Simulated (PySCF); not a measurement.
Species: C6H13BO2.
Z-matrix (Å and degrees, PBE0-D3(BJ)/def2-SVP geometry), rows numbered from 1:
```
C 
C   1  1.5103
C   2  1.5007  1  114.43
C   2  1.3503  1  120.99  3   179.60
C   4  1.4999  2  124.95  1   177.62
C   4  1.5153  2  121.27  1     0.04
B   6  1.5833  4  109.20  2    87.08
O   7  1.3609  6  118.55  4    66.49
O   7  1.3697  6  124.15  4  -111.79
H   1  1.1044  2  112.02  3  -111.64
H   1  1.1011  2  111.86  3   127.78
H   1  1.0996  2  111.29  3     8.14
H   3  1.1040  2  110.46  1    55.78
H   3  1.1042  2  110.84  1   -61.62
H   3  1.0965  2  113.71  1   176.82
H   5  1.1024  4  109.58  2  -124.50
H   5  1.1038  4  110.55  2   118.33
H   5  1.0966  4  113.82  2    -3.43
H   6  1.1015  4  111.48  2   -36.78
H   6  1.1024  4  109.23  2  -154.60
H   8  0.9637  7  111.26  6  -176.87
H   9  0.9605  7  112.75  6    -3.27
```

Level: PBE0/pcSseg-1 in PySCF, non-relativistic, on one gas-phase PBE0-D3(BJ)/def2-SVP geometry that isn't relaxed in the solvent. The solvent is an IEF-PCM continuum (Bondi radii, 1.10 Å for H, scaled by 1.2). Specific hydrogen bonds and non-electrostatic terms are outside this model.

Gas phase at PBE0/pcSseg-1: HOMO -6.14 eV, LUMO 0.65 eV, dipole 1.28 D.

Q: What does the continuum do to the energy, the frontier levels and the dipole at PBE0/pcSseg-1 in dimethylsulfoxide?

A: 
| solvent | ε | E(solvent) − E(gas) (kcal/mol) | polarisation term (kcal/mol) | distortion of the solute (kcal/mol) | HOMO (eV) | LUMO (eV) | dipole (D) |
| --- | --- | --- | --- | --- | --- | --- | --- |
| dimethylsulfoxide | 46.83 | -7.12 | -7.84 | 0.72 | -6.15 | 0.71 | 1.86 |

The polarisation term is half the interaction of the solute with the surface charges that it induces; the rest is the cost of distorting the solute's density. The sum is the electrostatic part of solvation alone.

Q: Which radius a makes the point-dipole formula ΔE = −[(ε − 1)/(2ε + 1)]·μ²/a³ give the value in dimethylsulfoxide, with the gas-phase dipole?

A: μ = 0.505 au and |ΔE| = 0.01134 Eh give a = 1.17 Å; the farthest nucleus lies 3.65 Å from the centroid of the nuclei, so such a sphere wouldn't even hold the nuclei. The formula assumes a rigid point dipole at the centre of a sphere.

Q: Which ESP-fitted charges (PBE0/pcSseg-1) respond most in dimethylsulfoxide (means over atoms taken as equivalent)?

A: 
```json
{"atoms": "O8/O9", "environment": "boron-bound oxygen", "gas (e)": "-0.713", "solvent (e)": "-0.761", "change": "-0.048"}
{"atoms": "B7", "environment": "three-coordinate boron", "gas (e)": "+0.760", "solvent (e)": "+0.804", "change": "+0.044"}
{"atoms": "C6", "environment": "sp3 carbon bound to boron", "gas (e)": "-0.723", "solvent (e)": "-0.759", "change": "-0.036"}
{"atoms": "H21/H22", "environment": "hydroxyl hydrogen", "gas (e)": "+0.447", "solvent (e)": "+0.481", "change": "+0.034"}
{"atoms": "C2", "environment": "fully substituted alkene carbon", "gas (e)": "+0.273", "solvent (e)": "+0.246", "change": "-0.027"}
{"atoms": "H19/H20", "environment": "methylene hydrogen", "gas (e)": "+0.188", "solvent (e)": "+0.203", "change": "+0.015"}
```

Q: Which Mayer bond orders change most in dimethylsulfoxide?

A: 
| bond | length (Å) | gas | solvent | change |
| --- | --- | --- | --- | --- |
| O9–H22 | 0.960 | 0.929 | 0.914 | -0.015 |
| B7–O9 | 1.370 | 1.206 | 1.219 | +0.013 |
| O8–H21 | 0.964 | 0.928 | 0.915 | -0.013 |
| C1–C2 | 1.510 | 1.083 | 1.088 | +0.005 |
| C2–C4 | 1.350 | 1.792 | 1.787 | -0.005 |
| C6–H19 | 1.101 | 0.944 | 0.939 | -0.005 |
| C6–B7 | 1.583 | 0.917 | 0.921 | +0.004 |
| C1–H11 | 1.101 | 0.945 | 0.942 | -0.003 |

Q: How do the nuclear quadrupole coupling constants eQVzz/h respond in dimethylsulfoxide?

A: 
```json
{"nucleus": "11B at B7", "Q (barn)": "0.04059", "gas (MHz)": "3.43", "solvent (MHz)": "3.45", "η gas": "0.37", "η solvent": "0.37"}
{"nucleus": "17O at O8", "Q (barn)": "-0.0256", "gas (MHz)": "-8.28", "solvent (MHz)": "-7.87", "η gas": "0.22", "η solvent": "0.22"}
{"nucleus": "17O at O9", "Q (barn)": "-0.0256", "gas (MHz)": "-8.26", "solvent (MHz)": "-7.75", "η gas": "0.21", "η solvent": "0.21"}
```

The run took 71 s of wall time on one thread of an Arm Neoverse N1 (shared host), and the process peaked at 1.3 GiB of memory. This is the whole shielding run at PBE0/pcSseg-1 in dimethylsulfoxide, SCF included.
